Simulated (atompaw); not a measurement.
# Eu (Z = 63): one change to a PAW (atompaw) potential, before and after

europium, PAW, made with atompaw 4.2.0.5 (LDA (PW92), scalar-relativistic). Core [Kr] 4d10, reference 4f7 5s2 5p6 5d0.5 6s1.5 6p0. Waves: 5s (bound): rc 2.05 bohr; 6s (bound): rc 2.45 bohr; 5p (bound): rc 1.75 bohr; 6p (bound, empty): rc 2.45 bohr; 5d (bound): rc 0.85 bohr; 5d channel at 3.15 Ry: rc 0.85 bohr; 4f (bound): rc 0.95 bohr; 4f channel at 0.55 Ry: rc 0.95 bohr. Local part: bessel scheme, radius 2.15 bohr. Core correction: smooth core density matched at 1.55 bohr. Augmentation charge: gaussian compensation charge, radius 2.15 bohr; PAW radius 2.45 bohr; waves and projectors: custom polynom vanderbiltortho.

All-electron outer shells of the reference configuration (LDA (PW92), scalar-relativistic, ld1.x):

| shell | level (eV) | outermost node (bohr) | outermost maximum (bohr) |
| --- | --- | --- | --- |
| 4p | -257.21 | 0.30 | 0.55 |
| 4d | -134.14 | 0.27 | 0.57 |
| 5s | -44.19 | 0.67 | 1.23 |
| 5p | -23.30 | 0.72 | 1.41 |
| 6s | -3.58 | 1.67 | 3.60 |
| 4f | -2.36 | – | 0.59 |
| 5d | -1.40 | 0.82 | 2.21 |
| 6p | -1.17 | 2.03 | 5.05 |

Change: wave 5s (bound): rc 2.05 bohr becomes 5s (bound): rc 1.54 bohr.

Cutoffs: the cutoffs (Ry, on a coarse ladder) from which the occupation-weighted sum of valence levels, in a spherical-Bessel basis at the reference potential, stays within 10 and 1 mRy of its value at 400 Ry; they do not see the model core or the augmentation charge, which bear on the density cutoff.

Problem. What does the change do?

Solution. The range in which the s phases agree narrows (upper end at the end of the scan → 1.1); neither file shows a bound ghost.

```csv
quantity,base,changed
"cutoff, loose",230 Ry,230 Ry
"cutoff, tight",over 300 Ry,over 300 Ry
loose cutoff by channel (10 mRy a level),"s 10 Ry, p 15 Ry, d 90 Ry, f 140 Ry","s 21 Ry, p 15 Ry, d 90 Ry, f 140 Ry"
bound ghosts,none,none
s: phases at 2.46 bohr within 0.05 rad from the reference energy up to (Ry; the scan ends near 5),to the end of the scan,1.1
p: phases at 2.46 bohr within 0.05 rad from the reference energy up to (Ry; the scan ends near 5),to the end of the scan,to the end of the scan
d: phases at 2.46 bohr within 0.05 rad from the reference energy up to (Ry; the scan ends near 5),3.7,3.7
f: phases at 2.46 bohr within 0.05 rad from the reference energy up to (Ry; the scan ends near 5),to the end of the scan,to the end of the scan
lowest overlap eigenvalue by channel,"s 0.62, p 0.70, d 1.00, f 1.00","s 0.64, p 0.70, d 1.00, f 1.00"
```

 The cutoffs see the waves, projectors and local potential, not the compensation charge or the core.
